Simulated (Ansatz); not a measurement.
```yaml
crystal:
  periodic: [false, false, false]
  atoms:
    - {symbol: C, position_ang: [-0.850838, -1.518605, -0.630343]}
    - {symbol: C, position_ang: [-0.161695, -0.398719, -0.832705]}
    - {symbol: Si, position_ang: [0.803686, 0.400503, 0.509903]}
    - {symbol: F, position_ang: [0.619283, -0.417681, 1.861521]}
    - {symbol: C, position_ang: [0.146056, 2.104950, 0.814531]}
    - {symbol: N, position_ang: [-0.257682, 3.174151, 0.956783]}
    - {symbol: H, position_ang: [-0.879256, -2.005419, 0.339688]}
    - {symbol: H, position_ang: [-1.417612, -1.994544, -1.424899]}
    - {symbol: H, position_ang: [-0.164725, 0.055889, -1.821565]}
    - {symbol: H, position_ang: [2.245783, 0.548374, 0.229886]}
basis:
  gaussian: {orbitals: aug-cc-pVTZ}
total_charge: -1
magnetization: {spin_polarized: true, initial_magnetization: 1}
hamiltonian: {xc: {name: r2SCAN}}
output: {forces: true}
```

```sh
$ ansatz run in.yaml --threads 4 --pin off --events-out ev --progress --plain --max-ram 10444MiB
```

It prints (some lines left out):

```
Functional definition: r2SCAN
1592 factors; their error is unknown
mean field evaluation 1: about -15245.9584 eV, gradient 5.3e1 eV
mean field evaluation 2: about -15139.7954 eV, gradient 1.2e2 eV
mean field evaluation 4: about -15254.0167 eV, gradient 3.0e1 eV
mean field evaluation 8: about -15259.8288 eV, gradient 4.2e0 eV
mean field evaluation 16: about -15259.9842 eV, gradient 1.2e-1 eV
mean field evaluation 32: about -15259.9388 eV, gradient 3.7e-4 eV
mean field evaluation 64: about -15259.9496 eV, gradient 5.5e-4 eV
mean field -15259.94955107 eV, -560.7928024367 hartree, gradient 5.0e-6 eV, S^2 0.752581; 20 other end points of the search recorded, 0 dependent functions left out
reference -15259.94960249 eV, -560.7928043263 hartree; 27, 26 occupied and 345, 346 virtual orbitals, 1592 factors
Total energy: -15259.94960249 eV, -560.7928043263 hartree
Atom 0 at    -0.850838    -1.518605    -0.630343 Å, force    -0.604316    -0.637234     0.094576 eV/Å
Atom 1 at    -0.161695    -0.398719    -0.832705 Å, force     0.830035     0.464858     0.037641 eV/Å
Atom 2 at     0.803686     0.400503     0.509903 Å, force    -0.302927     0.901381    -1.043501 eV/Å
Atom 3 at     0.619283    -0.417681     1.861521 Å, force    -0.056910    -0.582203     0.867704 eV/Å
Atom 4 at     0.146056     2.104950     0.814531 Å, force     0.814396    -2.126176     0.173988 eV/Å
Atom 5 at    -0.257682     3.174151     0.956783 Å, force    -0.726789     2.032740     0.094943 eV/Å
Atom 6 at    -0.879256    -2.005419     0.339688 Å, force     0.013977    -0.018093    -0.011834 eV/Å
Atom 7 at    -1.417612    -1.994544    -1.424899 Å, force    -0.179085    -0.057741    -0.057028 eV/Å
Atom 8 at    -0.164725     0.055889    -1.821565 Å, force     0.063370    -0.068766    -0.092507 eV/Å
Atom 9 at     2.245783     0.548374     0.229886 Å, force     0.148250     0.091235    -0.063982 eV/Å
Dipole moment:     1.006117     0.553310     0.429197 e Å
```

It took 3.3 min on 4 threads of an Arm Neoverse V2 on a shared host, with 2.2 GiB of host memory at the peak.
